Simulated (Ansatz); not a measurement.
Two isomers of CH6N2Si: A = `N/C=N/[SiH3]`, B = `N[SiH]1CN1`.

Isolated molecules relaxed with PBE0-D4/def2-TZVP in Ansatz; ΔE leaves out vibrations. CBS: MP2 limit from def2 TZ/QZ plus the TZ coupled-cluster correction, frozen cores. DFT in def2-TZVPP. B3LYP here is the variant with VWN-RPA as its local correlation; programs differ in this. Each species was taken in one conformer, which may not be the lowest.

(1) Which isomer does CCSD(T)/CBS put lower? Give the gap. (An estimate is asked.)

(2) Give E(B) − E(A) in kcal/mol with B3LYP, CCSD/def2-TZVPP, HF/def2-TZVPP, r2SCAN-D4, CCSD(T)/def2-SVP, LDA (SPW92), CCSD(T)/def2-TZVPP. (Best estimate.)

(3) Does the order hold for the free energy at 298.15 K (harmonic terms from PBE0-D4)? (Estimate.)

Largest T1 diagnostic: 0.014.

Results:

(1) Computed: A, by 0.8 kcal/mol.

(2) Computed: B3LYP 6.5, CCSD/def2-TZVPP 2.4, HF/def2-TZVPP 9.8, r2SCAN-D4 3.2, CCSD(T)/def2-SVP 12.8, LDA (SPW92) 1.2, CCSD(T)/def2-TZVPP 2.7. None reverses the order clearly.

(3) Ansatz gave: Yes: G(B) − G(A) = +3.9 kcal/mol, for one conformer each.

In def2-TZVPP, CCSD(T) changes the Hartree–Fock value by −7.2 kcal/mol (the triples alone add +0.2 kcal/mol) and MP2 by −9.0 kcal/mol. Leaving LDA and LC-ωPBE aside and taking each functional with its dispersion term where it has one, the values, not all of them listed here, spread over 7.2 kcal/mol, from PBE-QIDH to BLYP-D4. LDA lies −2.9 kcal/mol from PBE without D4.
